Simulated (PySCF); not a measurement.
Correlation energy of La⁺ (lanthanum, charge +1)

Starting occupation: [Xe] 5d1 6s1, 5d5/2 with m_j = +5/2, 6s1/2 with m_j = +1/2. Computed with PySCF 2.14 in x2c-TZVPall-2c, with X2C-1e with screened-nucleus spin-orbit coupling, Gaussian nucleus. Frozen: [Ar] 3d10; 28 electrons correlated; the 18 highest virtual spinors left out.

MP2 pair energies summed by pair of shells (mhartree):

```csv
pair,energy,share (%)
4d-4d,-223.95,31.5
4d-5p,-132.25,18.6
5p-5p,-95.70,13.4
4d-4p,-66.50,9.3
4d-5s,-26.51,3.7
5p-5s,-25.19,3.5
5d-5p,-24.92,3.5
4p-4p,-23.10,3.2
5p-6s,-18.85,2.6
4d-4s,-18.80,2.6
4p-5p,-10.90,1.5
4p-4s,-9.42,1.3
4p-5s,-8.09,1.1
5s-5s,-5.18,0.7
4d-5d,-4.65,0.7
4d-6s,-4.37,0.6
5d-6s,-3.60,0.5
4s-5p,-2.39,0.3
5d-5s,-2.07,0.3
4s-4s,-1.88,0.3
5s-6s,-1.14,0.2
4s-5s,-0.75,0.1
4p-5d,-0.72,0.1
4p-6s,-0.49,0.1
4s-5d,-0.14,0.0
4s-6s,-0.05,0.0
```

Total MP2 correlation energy: -711.62 mhartree.

The GHF reference relaxed away from the jj start to a determinant that is no pure jj level (⟨S²⟩ = 2.04, ⟨J²⟩ = 12.29); the energies belong to that determinant.

This basis was not built for core-valence correlation, so the inner-shell part is incomplete.
